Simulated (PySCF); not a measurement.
## Relaxation of singlet PbF₃⁺

Level of theory: PySCF, PBE0, basis Pb def2-TZVP with ECP60, F def2-TZVP (scalar-relativistic core potentials, no spin–orbit coupling, density fitting). A (50,194) grid was used.

A hand-made trigonal planar start, of D3h symmetry, held to at least that symmetry:

```xyz
4
charge 1 multiplicity 1, angstrom
Pb    0.0000    0.0000    0.0000
F     2.0384    0.0000    0.0000
F    -1.0192    1.7653    0.0000
F    -1.0192   -1.7653    0.0000
```

Optimiser trace:
```
step  E − E(last) (kJ/mol)  largest gradient (Eh/bohr)
   0                 33.78                     0.03959
   1                  0.01                     0.00100
   2                  0.00                     0.00035
   3                  0.00                     0.00000
```

It ends at D3h with Pb–F 1.934 Å (×3); F–Pb–F 120.0° (×3) (after a last refinement on a finer grid). A frequency run shows a minimum. Other isomers or separated fragments may lie lower.

No spin–orbit coupling is included, which matters more the heavier the element.

The relaxation took about 27 core-seconds on a shared host.
